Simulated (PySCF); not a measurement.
Coordinates in bohr (charge 0 multiplicity 4):
```
Mn    0.0000    0.0000    0.0000
Cl   -3.0266    0.0000    2.6510
Cl    0.0000   -3.0266   -2.6510
Cl    0.0000    3.0266   -2.6510
Cl    3.0266    0.0000    2.6510
```

All numbers come from UPBE/[Mn def2-SVP, Cl def2-SVP], no relativity, density fitting, PySCF.

This geometry of MnCl4 is a stationary point at this level.

**Question.** What is the point group?

**Answer.** D2d.

**Question.** Is it a minimum?

**Answer.** Yes: all harmonic wavenumbers are real.

**Question.** What are the dipole moment and the gap between the highest occupied and lowest empty levels of either spin?

**Answer.** 0.00 D and 0.59 eV.

**Question.** What is the atomisation energy, with and without zero-point energy?

**Answer.** 1299 kJ/mol without, 1286 kJ/mol with.

This need not be the most stable arrangement of these atoms. Open d and f shells are described by one determinant, and the ground state may have another occupation or spin.
